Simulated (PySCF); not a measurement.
TaF4: from a saddle point downhill

PySCF 2.14.0, UKS PBE0, Ta def2-SVP with ECP60, F def2-SVP; non-relativistic Hamiltonian with scalar-relativistic core potentials where named; density fitting; no spin-orbit coupling. Relaxed within the symmetry of its start, the geometry (D4h) is

```xyz
5

Ta    0.0000    0.0000    0.0000
F     1.8785    0.0000    0.0000
F     0.0000    1.8785    0.0000
F    -1.8785    0.0000    0.0000
F     0.0000   -1.8785    0.0000
```

and its lowest harmonic modes are -136, 35, 187, 187, 290, 678 cm⁻¹ (negative: unstable). It was moved along the lowest mode and relaxed again, within the group D2d that the move left.

(1) Where does it end, and how much lower?

(2) How do the contacts change?

(3) Is the end a minimum?

Open shells may have lower solutions than the one found.

State: doublet.

Answers

(1) In D2d, 0.531 eV lower, after 7 steps:
```xyz
5

Ta    0.0000    0.0000    0.0000
F     1.7548    0.0000   -0.6464
F     0.0000    1.7548    0.6464
F    -1.7548    0.0000   -0.6464
F     0.0000   -1.7548    0.6464
```

(2) 
```
   contact  saddle (Å)  end (Å)
Ta1–F2 (F)       1.878    1.870
Ta1–F3 (F)       1.878    1.870
Ta1–F4 (F)       1.878    1.870
Ta1–F5 (F)       1.878    1.870
```


(3) Yes; lowest modes 154, 154, 155, 163, 229, 688 cm⁻¹.
